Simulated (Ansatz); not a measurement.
System: YO2, charge 0, multiplicity 2. The spin state was set by rule; other spins were not relaxed. SMILES: [O]=[Y]=[O]
Geometry: optimised at B3LYP-D3(BJ)/def2-TZVP (Ansatz, a first-principles code).

Property: vertical ionisation energy (to the triplet state of charge +1; each state is the SCF solution reached for its spin; for the doublet T1 is 0.061), in eV. Cores are frozen in the correlated levels unless marked. UHF or UKS for open shells. Spin-orbit coupling is left out. Frozen are the shells of the preceding noble gas and the d and f shells that filled before the atom's block. Past Kr the def2 sets carry scalar-relativistic core potentials. CBS(X,Y): correlation extrapolated as X^-3; Hartree-Fock from the larger set. [CCSD(T)-MP2]/basis is that difference in the basis named.

```json
[
 {"level": "SVWN5/def2-TZVPD", "program": "Ansatz", "vertical ionisation energy (eV)": "___"},
 {"level": "PBE/def2-TZVPD", "program": "Ansatz", "vertical ionisation energy (eV)": "9.22"},
 {"level": "PBE0/def2-TZVPD", "program": "Ansatz", "vertical ionisation energy (eV)": "8.83"},
 {"level": "CAM-B3LYP/def2-TZVPD", "program": "Ansatz", "vertical ionisation energy (eV)": "8.84"},
 {"level": "wB97M-V/def2-TZVPD", "program": "Ansatz", "vertical ionisation energy (eV)": "8.64"},
 {"level": "wB97X-V/def2-TZVPD", "program": "Ansatz", "vertical ionisation energy (eV)": "8.61"},
 {"level": "B2PLYP/def2-TZVPD", "program": "Ansatz", "vertical ionisation energy (eV)": "9.10"},
 {"level": "SCS-MP2/def2-TZVPPD", "program": "Ansatz", "vertical ionisation energy (eV)": "8.70"},
 {"level": "CCSD/def2-SVPD", "program": "Ansatz", "vertical ionisation energy (eV)": "___"},
 {"level": "CCSD/def2-TZVPPD", "program": "Ansatz", "vertical ionisation energy (eV)": "8.31"},
 {"level": "RI-MP2/CBS(def2-TZVPPD,def2-QZVPPD)+[CCSD(T)-MP2]/def2-TZVPPD", "program": "Ansatz", "vertical ionisation energy (eV)": "8.81"}
]
```

Complete the blanks.


- SVWN5/def2-TZVPD, vertical ionisation energy (eV): 9.51
- CCSD/def2-SVPD, vertical ionisation energy (eV): 8.58
